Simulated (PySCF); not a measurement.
**Basis and Hamiltonian dependence of the ionisation energy of Al⁺**

Al⁺ [Ne] 3s2 (1S) → Al²⁺ [Ne] 3s1 (2S). All values are computed (PySCF 2.14, energy differences of UHF-based or UKS calculations, no spin-orbit coupling). Values in eV.

```tsv
basis	Hamiltonian	functions	UHF	PBE	PBE0	MP2 (valence)	CCSD(T) (valence)	CCSD(T) (valence and next inner shell)
6-31G*	non-relativistic	18	17.552	18.810	n/a	18.253	18.611	n/a
cc-pVDZ-DK	spin-free X2C	18	17.574	18.830	n/a	18.254	18.619	n/a
x2c-SVPall	spin-free X2C	18	17.510	n/a	n/a	18.202	18.546	n/a
aug-cc-pVDZ-DK	spin-free X2C	27	17.578	18.833	18.728	18.263	18.626	n/a
pcseg-2	non-relativistic	34	17.497	n/a	18.644	18.234	18.556	n/a
cc-pVTZ-DK	spin-free X2C	34	17.549	18.781	18.677	18.303	18.622	n/a
def2-TZVP	non-relativistic	37	17.529	18.785	n/a	18.271	18.600	n/a
dyall-av2z	non-relativistic	50	17.520	18.764	18.656	18.221	18.579	n/a
x2c-TZVPPall with one added diffuse shell each of s, p, d type	spin-free X2C	51	17.561	18.815	18.707	18.312	18.630	18.753
aug-cc-pV(T+d)Z with one added diffuse shell each of s, p, d, f type	non-relativistic	71	17.521	18.752	18.649	18.279	18.598	n/a
aug-cc-pCVTZ-DK	spin-free X2C	75	17.551	18.789	18.684	18.314	18.630	18.754
def2-QZVPPD	non-relativistic	76	17.521	18.758	18.653	18.321	18.618	18.757
aug-cc-pV(Q+d)Z with one added diffuse shell each of s, p, d, f, g type	non-relativistic	114	17.521	18.763	18.656	18.314	n/a	n/a
aug-cc-pwCVQZ	non-relativistic	134	17.520	18.758	18.653	18.324	n/a	n/a
```

Frozen in the all-electron rows: valence: [Ne]; valence and next inner shell: 1s2.

Reference for a calculation without spin-orbit coupling: 18.829 eV (measured, between term centres; NIST).
